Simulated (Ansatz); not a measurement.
Al₈As₈H₂₂, a nanocrystal cut from wurtzite AlAs (hydrogen-capped), relaxed as a singlet with RKS PBE-D4/def2-SVP in Ansatz, starting from the GFN2-xTB geometry. Force threshold 0.03 eV/Å.

Single mean-field runs in def2-SVP are fitted with def2-universal-jkfit.

Start:

| atom | x (Å) | y (Å) | z (Å) |
| --- | --- | --- | --- |
| Al1 | -3.3128 | 0.8479 | 3.6124 |
| As2 | -4.0517 | 1.1231 | 1.2001 |
| As3 | -1.0260 | 0.4081 | 2.7439 |
| Al4 | -0.5481 | -1.5063 | 1.2023 |
| Al5 | -2.8025 | 1.2314 | -0.9677 |
| As6 | -1.4527 | -0.8616 | -1.0901 |
| As7 | 1.8594 | -2.1219 | 0.8908 |
| Al8 | 2.5311 | -4.2791 | -0.1421 |
| Al9 | 0.1862 | -1.3906 | -2.8908 |
| As10 | 1.2776 | -3.5437 | -2.2231 |
| Al11 | -0.0238 | 2.4528 | 1.6899 |
| As12 | -0.8039 | 2.6821 | -0.6687 |
| As13 | 2.3746 | 1.7145 | 1.3506 |
| Al14 | 2.9625 | -0.1696 | -0.2357 |
| Al15 | 1.0393 | 2.9074 | -2.3506 |
| As16 | 1.6922 | 0.4900 | -2.2756 |
| H17 | -4.0623 | -0.3508 | 4.2650 |
| H18 | -3.4491 | 2.2851 | 4.2191 |
| H19 | -5.2659 | 0.3246 | 0.8035 |
| H20 | -4.8552 | 2.3954 | 1.1173 |
| H21 | 0.0974 | 0.1958 | 3.7752 |
| H22 | -1.3899 | -2.7687 | 1.6166 |
| H23 | -3.8227 | 1.5251 | -2.1099 |
| H24 | -2.4335 | -2.0339 | -1.0151 |
| H25 | 2.3883 | -1.8119 | 2.3025 |
| H26 | 1.8821 | -5.5710 | 0.4377 |
| H27 | 4.0355 | -4.2841 | -0.5798 |
| H28 | -0.3360 | -1.5351 | -4.3523 |
| H29 | 0.2815 | -4.5447 | -2.7481 |
| H30 | 2.1651 | -3.7955 | -3.4154 |
| H31 | -0.0938 | 3.7960 | 2.4763 |
| H32 | -1.3519 | 4.0833 | -0.4362 |
| H33 | 3.3678 | 2.0492 | 2.4383 |
| H34 | 2.8371 | 2.8640 | 0.5044 |
| H35 | 4.5021 | -0.2357 | -0.4797 |
| H36 | 0.4886 | 3.3099 | -3.7562 |
| H37 | 2.2011 | 3.7761 | -1.7325 |
| H38 | 2.9123 | 0.3421 | -3.1764 |

Q: Estimate the energy that the relaxation releases and the steps that it takes.

A: 0.79 eV, in 11 steps; 36 s on 2 threads of AMD EPYC 7R13 on a shared host and a share (18 GiB) of an NVIDIA H100 80GB HBM3. The force fell under the threshold at step 7, but the optimiser went on and released 0.005 eV more. No frequencies were taken in this run, so the end may be a saddle point.

Q: Does the start keep its bonding and symmetry?

A: By distances, no bond broke or formed. The bond that changes most is Al1–H17, from 1.56 to 1.60 Å (atoms count from 1). Point group Cs at the start, Cs at the end, both within 0.05 Å.

Q: Predict the relaxed structure.

A: 
```
atom   x (Å)   y (Å)   z (Å)
 Al1  -3.239   0.848   3.397
 As2  -4.115   1.166   1.013
 As3  -0.842   0.488   2.711
 Al4  -0.499  -1.611   1.425
 Al5  -2.669   1.099  -1.036
 As6  -1.478  -1.077  -0.827
 As7   1.917  -1.935   0.938
 Al8   2.412  -4.109  -0.235
 Al9   0.049  -1.288  -2.782
As10   1.183  -3.492  -2.393
Al11   0.102   2.554   1.724
As12  -0.822   2.688  -0.582
As13   2.491   1.892   1.293
Al14   3.077  -0.058  -0.187
Al15   0.951   2.826  -2.383
As16   1.750   0.429  -2.235
 H17  -3.886  -0.514   3.937
 H18  -3.391   2.273   4.113
 H19  -5.268   0.202   0.750
 H20  -4.925   2.455   0.925
 H21  -0.061   0.285   4.009
 H22  -1.198  -2.889   2.081
 H23  -3.479   1.307  -2.395
 H24  -2.553  -2.136  -1.054
 H25   2.584  -2.037   2.309
 H26   1.588  -5.312   0.427
 H27   3.966  -4.176  -0.620
 H28  -0.652  -1.175  -4.212
 H29   0.152  -4.563  -2.729
 H30   2.094  -3.724  -3.594
 H31  -0.012   3.883   2.601
 H32  -1.503   4.055  -0.592
 H33   3.140   1.636   2.651
 H34   3.309   3.115   0.895
 H35   4.652  -0.211  -0.396
 H36   0.256   3.075  -3.803
 H37   2.134   3.744  -1.796
 H38   2.786   0.289  -3.347
```
Bond lengths (bridged metal pairs left out): 21 × Al–As 2.48 to 2.56 Å; 11 × Al–H 1.60 to 1.61 Å; 11 × As–H 1.52 to 1.53 Å.
